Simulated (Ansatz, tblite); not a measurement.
Forces on the cluster AgAu₂⁻ at its PBE0-D4/def2-TZVPD geometry. Total charge -1; singlet.

In the def2 sets Ag, Au take a core potential; there is no spin–orbit coupling. The xTB rows come from tblite. The structure comes from a short search, and lower isomers may exist.

GFN1-xTB (tblite), largest force 0.33 eV/Å:

```xyz
3
positions Å, forces eV/Å
Au   -1.901   -1.532   -0.960    0.237    0.190    0.120
Au    1.899    1.539    0.953   -0.236   -0.192   -0.118
Ag    0.002   -0.007    0.007   -0.001    0.003   -0.003
```

GFN2-xTB (tblite), largest force 0.14 eV/Å:

```
Au 0.102 0.083 0.052
Au -0.102 -0.083 -0.051
Ag 0.000 0.000 0.000
```

r2SCAN0-D4/def2-TZVPD (Ansatz), largest force 0.13 eV/Å:

```
Au 0.096 0.074 0.051
Au -0.094 -0.079 -0.045
Ag -0.002 0.006 -0.006
```
